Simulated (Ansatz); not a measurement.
A single point on the Cu atom.

```yaml
crystal:
  periodic: [false, false, false]
  atoms:
    - {symbol: Cu, position_ang: [0.000000, 0.000000, 0.000000]}
basis:
  gaussian: {orbitals: def2-TZVPP}
magnetization: {spin_polarized: true, initial_magnetization: 1}
hamiltonian: {xc: pbe}
correlation: {method: rpa, frozen_orbitals: {Cu: 9}}
```

```sh
$ ansatz run in.yaml --threads 2 --pin off --events-out ev --progress --plain
```

Output, abridged:

```
Functional definition: PBE
453 factors; integrals over basis functions are off by at most 1.4e-4 eV
mean field evaluation 1: about -44630.3407 eV, gradient 4.2e1 eV
mean field evaluation 2: about -44630.3404 eV, gradient 4.2e1 eV
mean field evaluation 4: about -44633.2499 eV, gradient 4.2e0 eV
mean field evaluation 8: about -44633.3389 eV, gradient 5.6e-2 eV
mean field evaluation 32: about -44633.3379 eV, gradient 4.6e-1 eV
mean field -44633.33874329 eV, -1640.2449452525 hartree, gradient 3.5e-6 eV, S^2 0.752555; 3 other end points of the search recorded, 0 dependent functions left out
9 core orbitals not correlated: weight in the atoms' cores, before any rotation towards them, 1.000 or more for the frozen orbitals, at most 0.000 for the correlated occupied ones
reference -44596.45900627 eV, -1638.8896399148 hartree; 6, 5 occupied and 49, 50 virtual orbitals, 453 factors
Total energy: -44612.57405432 eV, -1639.4818570074 hartree
```

Hardware: 2 threads of a server CPU on a shared host. Wall time 1.4 s, peak host memory 0.14 GiB.
